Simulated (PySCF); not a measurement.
SMILES O[Si](N[SiH](Cl)Cl)(O)O, singlet, PBE0/def2-SVP optimised geometry.

```
13

Si    -2.10    -1.12     0.00
Cl    -2.79     0.84     0.00
Cl    -2.71    -2.03    -1.75
N     -0.39    -1.12     0.00
Si     0.58    -0.28     1.15
O      2.02    -1.05     1.34
O     -0.41    -0.31     2.47
O      0.97     1.28     0.74
H     -2.77    -1.81     1.13
H      0.07    -1.57    -0.79
H      2.79    -0.48     1.28
H     -0.26     0.36     3.15
H      0.25     1.81     0.38
```

Density from PBE0/def2-TZVP run with PySCF 2.14.0 at that geometry.

Minimum of the electron density along straight lines between bonded atoms, close to the bond critical point (lines longer than 1.1 times the sum of covalent radii, or with two minima, are not listed):

```
bond     length / Å  ρ at the minimum / e bohr⁻³  ∇²ρ there / e bohr⁻⁵  position (fraction from the first atom)
-------  ----------  ---------------------------  --------------------  ---------------------------------------
Si1–Cl2       2.078                        0.096                  0.21                                     0.36
Si1–Cl3       2.063                        0.099                  0.21                                     0.36
Si1–N4        1.714                        0.137                  0.57                                     0.40
N4–Si5        1.724                        0.134                  0.53                                     0.60
Si5–O6        1.644                        0.142                  0.83                                     0.41
Si5–O7        1.653                        0.139                  0.79                                     0.41
Si5–O8        1.657                        0.138                  0.77                                     0.41
Si1–H9        1.475                        0.130                  0.13                                     0.49
N4–H10        1.016                        0.326                 -1.62                                     0.74
O6–H11        0.962                        0.354                 -2.43                                     0.81
O7–H12        0.961                        0.355                 -2.44                                     0.81
O8–H13        0.963                        0.353                 -2.41                                     0.81
```
